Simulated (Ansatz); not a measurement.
Geometry optimisation, UKS PBE/def2-SVP (Ansatz 0.2.0).

input.yaml

```yaml
crystal:
  periodic: [false, false, false]
  atoms:
    - { symbol: Sn, position_ang: [0.002934, 0.0, -0.11096] }
    - { symbol: Cl, position_ang: [0.021022, 0.0, 2.291799] }
    - { symbol: H, position_ang: [1.652378, 0.0, -0.61153] }
    - { symbol: H, position_ang: [-0.828135, 1.431976, -0.590677] }
    - { symbol: H, position_ang: [-0.828135, -1.431976, -0.590676] }
    - { symbol: H, position_ang: [-0.018263, 0.0, 4.863844] }
magnetization:
  spin_polarized: true
  initial_magnetization: 1
basis:
  gaussian: { orbitals: def2-SVP }
hamiltonian:
  xc: pbe
relax:
  f_tol: 0.03
  max_steps: 50
```

Launched with:

```bash
$ ansatz run input.yaml --threads 1 --pin off --max-ram 2048MiB --backend cpu --events-out ev --progress --plain --runs-dir out
```

Problem. Where does it end, and by what steps?

Solution. The forces met the threshold. The force dipped under the threshold on the way, but the program's further checks kept it going. After 7 steps the energy has fallen by 0.021 eV; H6 moved furthest, 0.61 Å.

```csv
step,energy less start (eV),largest force component (eV/Å),accepted
0,0.0000,0.299,yes
1,-0.0039,0.074,yes
2,-0.0120,0.052,yes
3,-0.0185,0.017,yes
4,-0.0201,0.033,yes
5,-0.0206,0.005,yes
6,-0.0209,0.004,yes
7,-0.0210,0.005,yes
```

```xyz
6
Properties=species:S:1:pos:R:3
Sn 0.003 0.000 -0.228
Cl 0.022 0.000 2.151
H 1.653 0.000 -0.727
H -0.828 1.432 -0.707
H -0.828 -1.432 -0.707
H -0.021 0.000 5.471
```

Run time: 28 s on 1 thread of AMD EPYC 7R43 64-Core Processor (Zen 3) (shared host), peak memory 0.14 GiB.
